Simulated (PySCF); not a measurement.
Problem. Give a GFN2-xTB geometry of InChI=1S/C8H12/c1-2-8-6-4-3-5-7-8/h1,8H,3-7H2.

Solution. 
```
atom  x, y, z in Å
C1     2.9246    1.8664   -0.7612
C2     1.9254    1.3620   -0.3381
C3     0.7156    0.7206    0.1424
C4    -0.4511    0.9958   -0.8147
C5    -1.7193    0.3055   -0.3221
C6    -1.4926   -1.1973   -0.1869
C7    -0.3343   -1.4769    0.7662
C8     0.9375   -0.7912    0.2773
H9     3.8008    2.3168   -1.1212
H10    0.4712    1.1344    1.1293
H11   -0.6148    2.0729   -0.8945
H12   -0.1914    0.6221   -1.8083
H13   -2.5377    0.4982   -1.0194
H14   -2.0049    0.7177    0.6491
H15   -1.2619   -1.6175   -1.1688
H16   -2.4012   -1.6800    0.1792
H17   -0.5875   -1.1083    1.7637
H18   -0.1654   -2.5533    0.8418
H19    1.7599   -0.9812    0.9707
H20    1.2220   -1.1960   -0.6971
```

Orientation and origin are arbitrary. Atoms count from 1 in this order. The C–C distances run from 1.197 Å (C1≡C2, drawn triple) to 1.534 Å (C3–C4, drawn single), a spread of 0.337 Å. The 6-membered ring C3–C4–C5–C6–C7–C8 has internal angles of 110.0° to 110.5°; it is puckered, 0.24 Å rms from its mean plane, widest ring torsion 58°.

Bonds between heavy atoms (Å): C1≡C2 1.197, C2–C3 1.451, C3–C4 1.534, C4–C5 1.526, C5–C6 1.526, C6–C7 1.526, C7–C8 1.525, C3–C8 1.534.

Structure optimised with GFN2-xTB, isolated species.

Point group: Cs (every atom within 0.08 Å of its image). No frequency check. One conformer, not necessarily the lowest (C2–C3–C4–C5 179°, C3–C4–C5–C6 -58°, C4–C5–C6–C7 58°, C5–C6–C7–C8 -58°).

The numbers are calculated, not measured.
